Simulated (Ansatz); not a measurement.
`[C-]#[N+]CCCCCCCCCCCC#N` with charge +1. Charge 1, multiplicity 2. Geometry PBE-D4/def2-SVP, that of the neutral singlet; atoms count from 1.

```tsv
atom	x (Å)	y (Å)	z (Å)
C1	2.8333	7.6169	0.0136
N2	3.1009	6.4615	0.0039
C3	3.3811	5.0687	-0.0014
C4	2.1162	4.2132	0.1554
C5	2.4215	2.7138	0.1501
C6	1.1734	1.8415	0.3161
C7	1.4729	0.3382	0.3075
C8	0.2541	-0.5636	0.5498
C9	-0.8094	-0.5098	-0.5547
C10	-2.0336	-1.4030	-0.3098
C11	-1.7454	-2.9087	-0.3152
C12	-3.0060	-3.7605	-0.1477
C13	-2.7009	-5.2715	-0.1533
C14	-3.8918	-6.1058	0.0012
N15	-4.8595	-6.7536	0.1257
H16	4.0984	4.8513	0.8201
H17	3.9015	4.8183	-0.9518
H18	1.4107	4.4648	-0.6653
H19	1.6076	4.4982	1.1012
H20	2.9366	2.4420	-0.7993
H21	3.1461	2.4782	0.9625
H22	0.4504	2.0923	-0.4910
H23	0.6634	2.1083	1.2697
H24	2.2395	0.1233	1.0845
H25	1.9458	0.0640	-0.6633
H26	-0.2168	-0.2908	1.5222
H27	0.6099	-1.6094	0.6714
H28	-0.3402	-0.7867	-1.5268
H29	-1.1609	0.5368	-0.6786
H30	-2.7993	-1.1854	-1.0866
H31	-2.5040	-1.1245	0.6606
H32	-1.2380	-3.1821	-1.2686
H33	-1.0253	-3.1639	0.4935
H34	-3.7293	-3.5329	-0.9599
H35	-3.5188	-3.4970	0.8021
H36	-2.1946	-5.5582	-1.1011
H37	-1.9894	-5.5238	0.6633
```

Single mean-field runs in def2-TZVP are fitted with def2-universal-jkfit.

Problem. Estimate the Mulliken populations of the heavy atoms from the PBE0/def2-TZVP orbitals of Ansatz.

Solution. 
```csv
atom,charge (e),spin (α − β)
C1,0.00,0.34
N2,0.06,-0.02
C3,-0.15,0.02
C4,-0.20,0.03
C5,-0.24,0.02
C6,-0.26,0.05
C7,-0.16,0.04
C8,-0.22,0.04
C9,-0.21,0.04
C10,-0.17,0.04
C11,-0.26,0.04
C12,-0.25,0.03
C13,-0.07,0.03
C14,-0.14,0.03
N15,0.04,0.15
```
Mulliken values depend strongly on the basis.

Problem. Where does the spin sit?

Solution. Summed by element: C 0.74, N 0.13, H 0.13, of 1 unpaired in all. Largest on single atoms: C1 0.34, N15 0.15, H27 0.05.

Problem. And the Mayer bond orders between heavy atoms (over 0.3)?

Solution. C1–N2 2.47 (1.19 Å); N2–C3 0.94 (1.42 Å); C3–C4 0.97 (1.54 Å); C4–C5 0.99 (1.53 Å); C5–C6 1.03 (1.53 Å); C6–C7 0.97 (1.53 Å); C7–C8 1.00 (1.54 Å); C8–C9 1.01 (1.53 Å); C9–C10 0.99 (1.54 Å); C10–C11 0.97 (1.53 Å); C11–C12 1.02 (1.53 Å); C12–C13 0.96 (1.54 Å); C13–C14 1.05 (1.46 Å); C14–N15 2.85 (1.17 Å).
